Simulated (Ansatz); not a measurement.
The cluster NaI2 was relaxed with B3LYP-D4 (def2-TZVP) in Ansatz in these states: neutral doublet, neutral quartet. The geometries follow in no particular order.

In the def2 sets I takes a core potential; there is no spin–orbit coupling.

A:

```xyz
3

Na    0.0215    2.5070    0.4307
I     1.1886   -1.1012   -1.1609
I    -1.2101   -1.4058    0.7303
```

B:

```xyz
3

Na   -1.138   -0.409    0.994
I     1.651   -0.794    0.331
I    -0.513    1.204   -1.325
```

Problem. Judge from the bond lengths which geometry belongs to which state (an estimate).

Solution. A is the neutral quartet (Na1–I2 4.113 Å, Na1–I3 4.113 Å); B is the neutral doublet (Na1–I2 2.893 Å, Na1–I3 2.894 Å).

At PBE0-D4/def2-TZVP a doublet lies 3.65 eV below the neutral quartet. In the quartet, I2 and I3 lie 3.07 Å apart (atoms count from 1), so these atoms are partly bonded to each other. These are the stationary points nearest to one start from a short search; other shapes may lie lower in each state.
